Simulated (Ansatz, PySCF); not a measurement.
Noncovalent pair: C2H4 (SMILES C=C) (first 6 atoms) with N2 (SMILES N#N); geometry from B3LYP-D3(BJ)/def2-TZVP, rigid monomers moved along the line of their centres of mass till C2···N8 is 3.22 Å.
(charge 0, multiplicity 1):
```xyz
8

C     -0.14217     0.73373    -0.10530
C      0.30826    -0.51102    -0.14968
H      0.36212     1.54138    -0.62195
H     -1.03483     0.99602     0.44961
H     -0.19744    -1.31709     0.36769
H      1.20052    -0.77484    -0.70457
N      0.18943    -0.07839     3.52477
N     -0.62225    -0.50610     2.93490
```

Monomers are frozen at their geometry in the pair; levels with a basis set take the counterpoise correction. Rows marked so take none.

Correlated levels freeze the cores. Rows in 6-31G* carry no dispersion term and start afresh at each structure (6-31G* with six Cartesian d functions).

Programs: Ansatz (an electronic-structure program) with Gaussian orbitals; PySCF for 6-31G* rows, the dispersion terms. Values without a source in brackets are computed.

Task: One of these levels gives 0.32 kcal/mol for the interaction energy. Name it.
A) HF/6-31G* (no counterpoise)
B) SCS-MP2/aug-cc-pVDZ
C) B3LYP-D3(BJ)/def2-TZVPPD

Result: B, SCS-MP2/aug-cc-pVDZ. The others give 1.08 (HF/6-31G* (no counterpoise)), -0.19 (B3LYP-D3(BJ)/def2-TZVPPD)
